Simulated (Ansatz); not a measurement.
Species: C4H8Cl2 (charge 0, singlet). SMILES: C[C@H](Cl)CCCl
Geometry from a B3LYP-D3(BJ)/def2-TZVP (Ansatz, an electronic-structure program) optimisation:
```xyz
14

C     -2.3265     0.7480     0.5144
C     -0.9958     0.2045     0.0361
C      0.1046     0.3336     1.0767
C      1.4816    -0.1025     0.6208
Cl     2.1038     0.9384    -0.7235
Cl    -1.1968    -1.5530    -0.4249
H     -2.2255     1.8138     0.7343
H     -3.0951     0.6250    -0.2470
H     -2.6534     0.2373     1.4212
H     -0.6912     0.6879    -0.8893
H     -0.1643    -0.2606     1.9556
H      0.1448     1.3798     1.3929
H      1.4753    -1.1200     0.2408
H      2.2061    -0.0175     1.4261
```
Charge 0, spin multiplicity 1.

Computed values are from Ansatz. Correlated levels leave the core frozen unless marked. UHF or UKS for open shells. No spin-orbit coupling. Non-relativistic. CBS marks a two-point X^-3 extrapolation of the correlation energy; Hartree-Fock from the larger set. [CCSD(T)-MP2]/basis is that difference in the basis named.

```
Quantity                                                                                                                            Value
-------------------------------------------  --------------------------------------------------------------------------------------------
atomisation energy De                                                             1262.5 kcal/mol at CCSD(T)/CBS(cc-pV(T+d)Z,cc-pV(Q+d)Z)
vertical ionisation energy (to the doublet)         11.10 eV at RI-MP2/CBS(aug-cc-pV(T+d)Z,aug-cc-pV(Q+d)Z)+[CCSD(T)-MP2]/aug-cc-pV(T+d)Z
vertical triplet-singlet gap                         6.76 eV at RI-MP2/CBS(aug-cc-pV(T+d)Z,aug-cc-pV(Q+d)Z)+[CCSD(T)-MP2]/aug-cc-pV(T+d)Z
total energy                                                                        -1076.5837 Eh at CCSD(T)/CBS(cc-pV(T+d)Z,cc-pV(Q+d)Z)
dipole moment                                                                                           2.35 D at CCSD(T)/aug-cc-pV(D+d)Z
T1 diagnostic                                                                                                   0.009 at CCSD/cc-pV(Q+d)Z
measured enthalpy of formation, 298 K        -46.6 kcal/mol (CRC Handbook, as tabulated in the package chemicals; older table, unchecked)
```
